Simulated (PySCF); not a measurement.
Geometry:
```csv
atom,x (Å),y (Å),z (Å)
C1,2.576,0.922,-0.276
B2,1.063,0.510,-0.328
C3,0.611,-0.964,-0.012
C4,-0.712,-1.397,-0.644
C5,-1.777,-0.308,-0.561
C6,-1.329,0.983,-1.241
C7,-0.059,1.587,-0.628
C8,-0.344,2.301,0.705
H9,2.967,0.708,-1.291
H10,2.757,1.992,-0.092
H11,3.186,0.318,0.415
H12,0.498,-0.934,1.095
H13,1.415,-1.700,-0.182
H14,-1.086,-2.327,-0.183
H15,-0.541,-1.640,-1.708
H16,-2.018,-0.110,0.500
H17,-2.714,-0.665,-1.019
H18,-1.145,0.764,-2.309
H19,-2.150,1.723,-1.224
H20,0.347,2.352,-1.316
H21,-1.087,3.105,0.569
H22,0.564,2.757,1.130
H23,-0.749,1.612,1.465
```

A single conformation, averaged over atoms made equivalent by symmetry, fast rotation or ring inversion, no solvent, no relativistic terms. Coordinates at the PBE0-D3(BJ)/def2-SVP level; shielding tensors at PBE0/pcSseg-1 (GIAO); PySCF 2.14.0 with density-fitted response routines.

Shifts are taken against calculated references (same method and geometry level): TMS for 13C and 1H; 11B against BF3·OEt2.

```
      atoms  nucleus  count  Hirshfeld charge  δ (ppm)
        H16       1H      1              0.03     1.53
         C6      13C      1             -0.07     33.7
         C7      13C      1             -0.09     29.3
        H17       1H      1              0.04        ?
         C5      13C      1             -0.07     24.2
H21/H22/H23       1H      3              0.04     0.90
         C1      13C      1             -0.19     15.0
         C3      13C      1             -0.14        ?
         C4      13C      1             -0.07        ?
        H14       1H      1              0.03     1.77
        H13       1H      1              0.04     1.56
        H12       1H      1              0.04     0.68
         C8      13C      1             -0.11        ?
        H19       1H      1              0.03     1.53
 H9/H10/H11       1H      3              0.04     0.80
         B2      11B      1              0.20     86.5
        H20       1H      1              0.03        ?
        H15       1H      1              0.03     1.25
        H18       1H      1              0.03        ?
```

**Question.** Complete the table.

**Answer.** 
- C3: 27.6 ppm, sp3 CH2 bonded to B
- C4: 27.4 ppm, sp3 CH2 in a ring; saturated and bonded to C and H only
- C8: 15.7 ppm, methyl carbon; a saturated carbon with 1 carbon neighbour and no heteroatom attached
- H18: 1.53 ppm, hydrogen on an sp3 CH2 in a ring
- H17: 1.40 ppm, hydrogen on an sp3 CH2 in a ring; far from electronegative atoms and π systems
- H20: 1.33 ppm, hydrogen on an sp3 CH bonded to B

A carbon bonded to boron is broadened by the quadrupolar boron nucleus and is often missing from a measured spectrum. Shifts are as computed. Against solution values, carbons near 30 ppm lie about +2 ppm off and those near 130 ppm about +5 ppm. Of 1211 compounds with measured shifts, 218 miss one by over three times the rms of a fit or turn the order of signals round; such compounds aren't used in these exercises.
